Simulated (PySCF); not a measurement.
Precursor series Sc NH2-Br. Gas-phase values, no solvent. One relaxed conformer stands for each flexible species; it need not be the lowest.

The LUMO from two functionals at the same geometries (BP86-D3(BJ)/def2-SVP), both in PySCF: PBE-D3(BJ)/def2-TZVP and TPSSh-D3(BJ)/def2-TZVP. 

```json
[
 {"species": "0 of 3 NH2 replaced by Br ([Sc(NH2)3])", "TPSSh-D3(BJ)/def2-TZVP (eV)": "-1.26"},
 {"species": "1 of 3 NH2 replaced by Br ([Sc(NH2)2(Br)])", "TPSSh-D3(BJ)/def2-TZVP (eV)": "-2.04"},
 {"species": "2 of 3 NH2 replaced by Br ([Sc(NH2)(Br)2])", "TPSSh-D3(BJ)/def2-TZVP (eV)": "-2.88"},
 {"species": "3 of 3 NH2 replaced by Br ([Sc(Br)3])", "TPSSh-D3(BJ)/def2-TZVP (eV)": "-3.73"}
]
```

Problem. What does PBE-D3(BJ)/def2-TZVP give for each?

Solution. 
- 0 of 3 NH2 replaced by Br ([Sc(NH2)3]): -1.80
- 1 of 3 NH2 replaced by Br ([Sc(NH2)2(Br)]): -2.59
- 2 of 3 NH2 replaced by Br ([Sc(NH2)(Br)2]): -3.42
- 3 of 3 NH2 replaced by Br ([Sc(Br)3]): -4.22
Over these rows, drawn at random from the members with no instability flagged (it was tested for open shells, ions and some series alone), PBE minus TPSSh-D3(BJ): mean -0.53 eV, from -0.55 eV to -0.50 eV.
